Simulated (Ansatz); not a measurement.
Coupled-cluster diagnostics for PAu₄⁻, Ansatz.

Geometry of the singlet (B3LYP-D4/def2-SVPD):

```xyz
5

P     0.863    0.437   -1.351
Au    2.475   -0.875   -0.338
Au    0.009    1.345    0.707
Au   -2.361    0.038    1.655
Au   -0.987   -0.945   -0.674
```

In the def2 sets Au takes a core potential; there is no spin–orbit coupling. Correlated methods freeze 5 core orbitals; core or outer-core shells of Au are correlated, in sets that lack core-valence functions. No other spin state of charge -1 was run. Another isomer (singlet) lies 0.60 eV lower at PBE0-D4/def2-TZVPD; other spin states weren't run for this one.

(1) Estimate the CCSD(T) correlation energy, the shares of MP2 and (T), T1 and the reference's ⟨S²⟩ for: charge -1, singlet, own geometry in def2-SVPD; and the rough time on 4 threads of Arm Neoverse V2 on a shared host.

## Answers

(1) 
| state | basis | correlation (eV) | MP2 share (%) | (T) share (%) | T1 | ⟨S²⟩ (pure) | wall time | remarks |
| --- | --- | --- | --- | --- | --- | --- | --- | --- |
| charge -1, singlet, own geometry | def2-SVPD | -44.414 | 105.0 | 4.0 | 0.030 | 0.00 (0.00) | 5 min | restricted SCF unstable |
Customary marks for T1 are 0.02 (closed shells), 0.045 (open shells) and about 0.05 (3d metals). T1 exceeds 0.02 in 1 of 1 rows and 0.045 in 0; the higher it lies, the less the single-reference result can be trusted.
